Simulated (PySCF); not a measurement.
Does the answer move with the share of exact exchange?

Compound: BF3H3P.
SMILES: `[BH3-][P+](F)(F)F`

PySCF, pcSseg-2 basis, density fitting, gas phase, PBE0-D3(BJ)/def2-SVP geometry. One functional is left out:

```csv
functional,exact exchange (%),HOMO energy (eV),LUMO energy (eV),dipole moment (D)
B97-D,0,-8.46,-1.08,1.257
BLYP,0,-8.38,-1.07,1.218
BP86,0,-8.57,-1.25,1.227
LDA,0,-8.57,-1.43,1.055
OPBE,0,-8.41,-1.06,1.280
PBE,0,-8.47,-1.18,1.216
B3LYP,20,-9.66,-0.46,1.198
mPW1PW91,25,-9.90,-0.22,1.218
```

Question: Predict the row of PBE0 (25 % exact exchange) by straight lines through the other rows, and check it.

Answer: 
| property | line | computed | computed − line | mPW1PW91 (25 %), for comparison |
| --- | --- | --- | --- | --- |
| HOMO energy (eV) | -9.92 | -9.86 | +0.06 | -9.90 |
| LUMO energy (eV) | -0.24 | -0.20 | +0.04 | -0.22 |
| dipole moment (D) | 1.209 | 1.211 | +0.002 | 1.218 |

Question: Which of these properties follows the share of exact exchange most closely, and which least?

Answer: Most closely the HOMO energy, least the dipole moment; the correlations over the tabulated rows are HOMO energy -0.994, LUMO energy 0.955, dipole moment 0.004. The HOMO energy moves by -0.578 eV for every 10 %. Functionals with the same share still differ in their other parts: at 0 % BLYP and BP86 differ by 0.19 eV in it.
